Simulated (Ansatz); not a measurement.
The cluster Sr₆, relaxed as a singlet with RKS PBE0/def2-SVP in Ansatz, starting from the GFN2-xTB geometry. Force threshold 0.02 eV/Å.

In the def2 sets Sr takes a core potential; there is no spin–orbit coupling. The restricted singlet is unstable towards broken spin symmetry at other levels; at PBE0/def2-SVP this wasn't settled. The structure comes from a short search, and lower isomers may exist.

Start:

```xyz
6

Sr    3.6861    0.4514    0.1998
Sr   -2.3844   -0.6417    1.4535
Sr    0.0160    1.9536   -1.2345
Sr    0.9572    1.8675    2.8829
Sr   -2.8396   -1.0765   -2.5432
Sr    0.5646   -2.5543   -0.7585
```

```json
{"step": "1", "energy (eV)": "-5009.8320", "largest force component (eV/Å)": "0.336", "SCF passes": "23"}
{"step": "2", "energy (eV)": "-5009.9206", "largest force component (eV/Å)": "0.268", "SCF passes": "32"}
{"step": "3", "energy (eV)": "-5010.0347", "largest force component (eV/Å)": "0.122", "SCF passes": "32"}
{"step": "4", "energy (eV)": "-5010.1101", "largest force component (eV/Å)": "0.152", "SCF passes": "32"}
{"step": "5", "energy (eV)": "-5010.1917", "largest force component (eV/Å)": "0.173", "SCF passes": "32"}
{"step": "6", "energy (eV)": "-5010.2583", "largest force component (eV/Å)": "0.087", "SCF passes": "32"}
{"step": "7", "energy (eV)": "-5010.2788", "largest force component (eV/Å)": "0.025", "SCF passes": "30"}
{"step": "8", "energy (eV)": "-5010.2806", "largest force component (eV/Å)": "0.010", "SCF passes": "30"}
{"step": "9", "energy (eV)": "-5010.2808", "largest force component (eV/Å)": "0.004", "SCF passes": "31"}
```

Force components are those of the run's own axes.

End:

```csv
atom,x (Å),y (Å),z (Å)
Sr1,3.918,0.699,-0.300
Sr2,-2.887,-0.202,1.350
Sr3,-0.134,1.788,-1.101
Sr4,1.091,1.003,2.829
Sr5,-2.615,-1.277,-2.729
Sr6,0.628,-2.011,-0.048
```

Bonds formed: Sr4–Sr6 (atoms count from 1). Metal–metal contacts that move far: Sr3–Sr6 4.57 to 4.01 Å.

The force fell under the threshold at step 8, but the optimiser went on. No frequencies were taken in this run, so the end may be a saddle point.

Hardware: 4 threads of Intel Xeon Platinum 8259CL on a shared host. Wall time 51 s.
